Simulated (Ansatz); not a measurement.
Total energies of (HBe-mu-Br)2 (Be₂H₂Br₂) from Ansatz at PBE-D4/def2-TZVPD, gas phase (1 Eh = 27.2114 eV = 2625.5 kJ/mol). The reference geometry is relaxed at B3LYP-D4/def2-TZVP.

```xyz
6

Be   -1.2251   -0.4517    0.4479
H    -2.4079   -0.8726    0.8771
Br    0.4545    0.3393    1.5851
Be    1.2259    0.4495   -0.4477
H     2.3989    0.8949   -0.8794
Br   -0.4463   -0.3594   -1.5830
```

| state | geometry | energy (Eh) |
| --- | --- | --- |
| charge 0 singlet | reference | -5178.29292 |
| charge -1 doublet | reference | -5178.28577 |
| free Be atom (singlet) | – | -14.62825 |
| free H atom (doublet) | – | -0.49962 |
| free Br atom (doublet) | – | -2573.72119 |

Question: Work out the vertical electron affinity, to the doublet.

Answer: E(charge 0 singlet) − E(charge -1 doublet) = -5178.29292 − (-5178.28577) = -0.00715 Eh = -0.19 eV; negative, so the extra electron isn't bound.

Question: What is the binding energy per atom against free atoms?

Answer: Atoms: 2 × (-14.62825) + 2 × (-0.49962) + 2 × (-2573.72119) = -5177.69812 Eh. Binding: -5177.69812 − (-5178.29292) = 0.59480 Eh = 16.19 eV, or 2.70 eV for each of 6 atoms (no zero-point energy, no counterpoise term).

At PBE-D4/def2-TZVPD the highest occupied level of the charge -1 doublet lies above zero (up to 2.12 eV). By energy differences it is unbound by 0.19 eV (vertical, against the charge 0 singlet, at PBE-D4/def2-TZVPD) and held by the finite basis.
